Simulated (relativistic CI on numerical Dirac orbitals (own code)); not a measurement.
## Ligand-field terms of d2

Computed with a parametric ligand-field model of a d^n configuration (Racah B and C, spin-orbit zeta, crystal field), exact diagonalisation.

Field parameters in Wybourne normalisation: Oh B⁴₀ = 21Dq, B⁴₄ = √(5/14) B⁴₀. The field is a parameter set, without covalency.

Q: Ground term and bands for B = 830, C = 4230, ζ = 0 cm⁻¹, Oh, 10Dq = 32050 cm⁻¹?

A: Ground term 3T1 with 0.02 electrons in the two orbitals of the cubic e set. Spin-allowed: 3T2 30178 cm⁻¹ (331 nm), 3T1 40756 cm⁻¹ (245 nm), 3A2 62228 cm⁻¹ (161 nm). Lowest spin-forbidden: 1T2 13795 cm⁻¹ (725 nm), 1E 13927 cm⁻¹ (718 nm), 1A1 30838 cm⁻¹ (324 nm).

Q: A d2 ion in Oh symmetry has the ground term 3T1 and bands at 1T2 12907 cm⁻¹ (775 nm), 1E 13040 cm⁻¹ (767 nm), 3T2 25652 cm⁻¹ (390 nm), 1A1 28552 cm⁻¹ (350 nm), 3T1 35503 cm⁻¹ (282 nm), 3A2 53002 cm⁻¹ (189 nm). Which parameters reproduce them?

A: B = 770, C = 3970, ζ = 0 cm⁻¹, Oh, 10Dq = 27350 cm⁻¹.

Q: Ground term and bands for B = 760, C = 3370, ζ = 0 cm⁻¹, Oh, 10Dq = 15300 cm⁻¹?

A: Ground term 3T1 with 0.04 electrons in the two orbitals of the cubic e set. Spin-allowed: 3T2 13922 cm⁻¹ (718 nm), 3T1 23945 cm⁻¹ (418 nm), 3A2 29222 cm⁻¹ (342 nm). Lowest spin-forbidden: 1T2 11740 cm⁻¹ (852 nm), 1E 11972 cm⁻¹ (835 nm), 1A1 24437 cm⁻¹ (409 nm).

Q: A d2 ion in Oh symmetry has the ground term 3T1 and bands at 1T2 9597 cm⁻¹ (1042 nm), 1E 9725 cm⁻¹ (1028 nm), 3T2 19492 cm⁻¹ (513 nm), 1A1 21407 cm⁻¹ (467 nm), 3T1 27984 cm⁻¹ (357 nm), 3A2 40392 cm⁻¹ (248 nm). Which parameters reproduce them?

A: B = 660, C = 2660, ζ = 0 cm⁻¹, Oh, 10Dq = 20900 cm⁻¹.

Q: Ground term and bands for B = 1040, C = 3640, ζ = 0 cm⁻¹, Oh, 10Dq = 39400 cm⁻¹?

A: Ground term 3T1 with 0.02 electrons in the two orbitals of the cubic e set. Spin-allowed: 3T2 37066 cm⁻¹ (270 nm), 3T1 50332 cm⁻¹ (199 nm), 3A2 76466 cm⁻¹ (131 nm). Lowest spin-forbidden: 1T2 13970 cm⁻¹ (716 nm), 1E 14139 cm⁻¹ (707 nm), 1A1 31992 cm⁻¹ (313 nm).
